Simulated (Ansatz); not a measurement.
Gas-phase reaction in SMILES: CCCCCO → CCCCC[O] + H atom (the H-O bond at the site shown breaks; other sites are not compared here)
Each molecule is optimised on its own at B3LYP-D3(BJ)/def2-TZVP (Ansatz, an electronic-structure program), one conformer each, not searched for the lowest. Frequencies are from Ansatz.

Property: bond dissociation energy (enthalpy at 298 K, with B3LYP-D3(BJ) rigid-rotor harmonic-oscillator terms), in kcal/mol. Cores are frozen in the correlated levels unless marked. Open shells are spin-unrestricted. No spin-orbit coupling. Non-relativistic. CBS marks a two-point X^-3 extrapolation of the correlation energy; Hartree-Fock from the larger set. [CCSD(T)-MP2]/basis is that difference in the basis named.

RI-MP2/CBS(cc-pVTZ,cc-pVQZ)+[CCSD(T)-MP2]/cc-pVTZ (Ansatz) gives 105.9 kcal/mol.

Problem. Another calculation gave 101.1 kcal/mol. Which level was it?
(A) B2GP-PLYP/def2-TZVPD (Ansatz)
(B) SVWN5/def2-TZVPD (Ansatz)
(C) r2SCAN0/def2-TZVPD (Ansatz)

Solution. A, B2GP-PLYP/def2-TZVPD (Ansatz). The others give 96.5 (r2SCAN0), 111.5 (SVWN5) kcal/mol.
